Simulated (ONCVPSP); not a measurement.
**What one change does to a pseudopotential (Yb, ONCV)**

ONCVPSP 4.0.1 input, shortened (lines: element, Z, core and valence counts, functional; n l f; lmax; l rc ep ncon nbas qcut; lloc lpopt rc5 dvloc0; l nproj debl; icmod fcfact rcfact), PBEsol, scalar-relativistic:

```
  Yb 70.00   10    4  -116133      upf
    1    0    2.00
    2    0    2.00
    2    1    6.00
    3    0    2.00
    3    1    6.00
    3    2   10.00
    4    0    2.00
    4    1    6.00
    4    2   10.00
    4    3   13.00
    5    0    2.00
    5    1    6.00
    5    2    1.00
    6    0    2.00
    2
    0    1.85    0.00    4    7    6.10
    1    1.50    0.00    4    9    4.30
    2    3.05    0.00    5    9    4.10
    4    5    1.35    3.00
    0    2    2.80
    1    2    1.00
    2    2    1.40
    2    0.65    0.95
```

In the p channel the program set the typed energies aside and used -1.141, 0.250 Ha.

Change: p: nbas 7.

Cutoffs: the cutoffs (Ha) at which the residual kinetic energy of the hardest occupied pseudo-wave falls to 1 and 0.1 mHa per electron; they do not see the model core or the augmentation charge, which bear on the density cutoff. Errors are all-electron minus pseudo energies relative to the spin-unpolarised reference configuration.

Problem. What does the change do?

Solution. The potential gets softer (74 Ha and 121 Ha → 56 Ha and 67 Ha); the errors of the 3 common tests hardly move; neither file shows a bound ghost.

| quantity | base | changed |
| --- | --- | --- |
| cutoff, loose | 74 Ha | 56 Ha |
| cutoff, tight | 121 Ha | 67 Ha |
| loose cutoff by channel | s 14 Ha, p 74 Ha, d 7.3 Ha | s 14 Ha, p 56 Ha, d 7.3 Ha |
| bound ghosts | none | none |
| GHOST(+) flags under 300 eV | s at 186.4 eV | s at 186.4 eV |
| tests counted as reliable (solved cleanly; for ONCVPSP, near-neutral configurations with less than one 5d electron left out) | 3 of 4 | 3 of 4 |
| error for 5s2 5p6 5d1 6s1, meV [ΔE 7.28 eV] | -0.9 | -0.9 |
| error for 5s2 5p6 5d1 6s0, meV [ΔE 20.33 eV] | +12 | +12 |
| error for 5s2 5p5 5d1 6s2, meV [ΔE 36.40 eV] | -299 | -294 |
| s: phases at 1.88 bohr within 0.05 rad from the reference energy up to (Ha; the scan ends near 5) | to the end of the scan | to the end of the scan |
| p: phases at 1.52 bohr within 0.05 rad from the reference energy up to (Ha; the scan ends near 5) | to the end of the scan | to the end of the scan |
| d: phases at 3.10 bohr within 0.05 rad from the reference energy up to (Ha; the scan ends near 5) | 3.4 | 3.4 |
| rms error of d²Exc/dni dnj with the model core, mHa | 0.74 | 0.77 |
